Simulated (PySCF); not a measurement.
Method: B3LYP-D3(BJ)/def2-TZVP in PySCF 2.14.0. All species are isolated molecules in the gas phase. B3LYP has the VWN-RPA correlation part, as in Gaussian. Excitations are Tamm–Dancoff values on a coarser integration grid. The basis has no diffuse functions, so Rydberg states are missing or too high.

Reference species (SMILES): `O=[Se]=O` (neutral, multiplicity 1).

```yaml
S1–T1 gap (TDA): 0.81 eV
dipole_moment: 2.87 D
hole reorganisation energy (four-point): 0.159 eV
```

Changed species: `C(=O)=N`.

What does the change do to the S1–T1 gap (TDA), dipole moment and hole reorganisation energy (four-point)?

the S1–T1 gap (TDA) falls by 0.36 eV, to 0.45 eV; the dipole moment falls by 0.69 D, to 2.18 D; the hole reorganisation energy (four-point) falls by 0.028 eV, to 0.131 eV.
